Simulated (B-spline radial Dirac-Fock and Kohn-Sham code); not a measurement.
# The L3 (2p3/2) hole of cobalt ions: width and yield against charge

Calculated with a radial B-spline solver, using independent-particle radiative and Coulomb Auger rates from relativistic LDA hole-state orbitals, with Dirac-Fock energies. Tabulated ground configurations, configuration averages; single configurations, so decays that open only by mixing (as 1s 2s² with 1s 2p² in Be-like ions) are missing and such tiny yields are far too low.

| ion | configuration | radiative (eV) | non-radiative (eV) | yield |
| --- | --- | --- | --- | --- |
| Co | [Ar] 3d7 4s2 | 0.00312 | 0.480 | 0.00646 |
| Co⁺ | [Ar] 3d8 | 0.00328 | 0.490 | 0.00664 |
| Co²⁺ | [Ar] 3d7 | 0.00317 | 0.486 | 0.00649 |
| Co³⁺ | [Ar] 3d6 | 0.00301 | 0.476 | 0.00628 |
| Co⁴⁺ | [Ar] 3d5 | 0.00277 | 0.461 | 0.00597 |
| Co⁵⁺ | [Ar] 3d4 | 0.00245 | 0.441 | 0.00554 |
| Co⁶⁺ | [Ar] 3d3 | 0.00205 | 0.417 | 0.00490 |
| Co⁷⁺ | [Ar] 3d2 | 0.00156 | 0.393 | 0.00396 |
| Co⁸⁺ | [Ar] 3d1 | 0.000972 | 0.370 | 0.00262 |
| Co⁹⁺ | [Ne] 3s2 3p6 | 0.000279 | 0.352 | 0.000790 |
| Co¹²⁺ | [Ne] 3s2 3p3 | 0.000324 | 0.111 | 0.00291 |
| Co¹³⁺ | [Ne] 3s2 3p2 | 0.000341 | 0.0559 | 0.00606 |
| Co¹⁴⁺ | [Ne] 3s2 3p1 | 0.000358 | 0.0191 | 0.0184 |
| Co¹⁵⁺ | [Ne] 3s2 | 0.000376 | 0.00429 | 0.0807 |
| Co¹⁶⁺ | [Ne] 3s1 | 0.000194 | 0 | 1.00 |
